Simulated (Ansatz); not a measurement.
Al₃FH₅NO, SMILES `[NH2][AlH][AlH][O][AlH][F]`. The species carries charge 0 and has multiplicity 1.

| atom | x (Å) | y (Å) | z (Å) |
| --- | --- | --- | --- |
| N1 | 1.773 | -0.058 | -1.063 |
| Al2 | 0.416 | 0.800 | -1.808 |
| Al3 | -1.728 | 0.788 | -0.354 |
| O4 | -1.548 | -0.049 | 1.123 |
| Al5 | -0.632 | -0.935 | 2.201 |
| F6 | 0.942 | -1.263 | 1.800 |
| H7 | 1.735 | -0.513 | -0.163 |
| H8 | 2.690 | -0.163 | -1.470 |
| H9 | 0.682 | 1.452 | -3.237 |
| H10 | -3.171 | 1.418 | -0.599 |
| H11 | -1.159 | -1.478 | 3.571 |

Q: Give the diagnostics of a CCSD(T)/def2-TZVPP run (frozen core, the Gaussian-basis code of Ansatz). (Best estimate.)

A: Computed: T1 = 0.0138, largest single amplitude 0.029, largest double 0.050, (T) share of the correlation energy 3.3 %, 10 CCSD cycles. The RHF solution is stable towards an unrestricted one. T1 lies under the customary mark of 0.02 for closed shells.
